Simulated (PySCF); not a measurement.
C3H9OSi (SMILES CO[Si](C)C), doublet, at a GFN2-xTB geometry. Base run: TPSS/STO-3G in PySCF.

Geometry (Å):
```xyz
14

C      1.9045    -0.7074     0.6424
O      1.2084    -0.1265    -0.4293
Si    -0.3658     0.2942    -0.5424
C     -0.8391     1.6380     0.7301
C     -1.5238    -1.2120    -0.3440
H      1.4846    -1.6842     0.8948
H      1.8659    -0.0650     1.5255
H      2.9430    -0.8323     0.3355
H     -1.8476     2.0036     0.5677
H     -0.7934     1.2412     1.7450
H     -0.1658     2.4888     0.6790
H     -1.4756    -1.6039     0.6727
H     -1.2489    -2.0167    -1.0200
H     -2.5574    -0.9499    -0.5443
```
Charge 0, spin multiplicity 2.
Orbitals are unrestricted.
All else is at PySCF's defaults.
Base energy -478.68113 Eh.

Each row names what was changed in the base input (with any setting that the change needs).

```json
[
 {"change": "base", "ΔE vs base (mEh)": "0.000", "grid points": "163888", "electrons on the grid": "48.99998"},
 {"change": "grids.atom_grid = (30, 110)", "ΔE vs base (mEh)": "-3.097", "grid points": "34504", "electrons on the grid": "48.99993"},
 {"change": "grids.prune = off", "ΔE vs base (mEh)": "0.000", "grid points": "261224", "electrons on the grid": "48.99999"},
 {"change": "grids.atom_grid = (50, 194)", "ΔE vs base (mEh)": "-0.044", "grid points": "92448", "electrons on the grid": "49.00008"},
 {"change": "grids.atom_grid = (150, 974)", "ΔE vs base (mEh)": "0.000", "grid points": "1135560", "electrons on the grid": "49.00000"},
 {"change": "grids.level = 2", "ΔE vs base (mEh)": "-0.005", "grid points": "105112", "electrons on the grid": "48.99997"},
 {"change": "grids.level = 0", "ΔE vs base (mEh)": "-73.533", "grid points": "11552", "electrons on the grid": "49.00932"},
 {"change": "grids.level = 4", "ΔE vs base (mEh)": "-0.002", "grid points": "284376", "electrons on the grid": "49.00000"},
 {"change": "grids.level = 7", "ΔE vs base (mEh)": "0.000", "grid points": "884672", "electrons on the grid": "49.00000"},
 {"change": "grids.radi_method = gauss_chebyshev", "ΔE vs base (mEh)": "0.000", "grid points": "160024", "electrons on the grid": "48.99998"},
 {"change": "grids.radi_method = delley", "ΔE vs base (mEh)": "0.002", "grid points": "176320", "electrons on the grid": "48.99998"}
]
```

Open shells are given as the SCF converged; they aren't shown to be the lowest states, and a large step between rows can be another state.
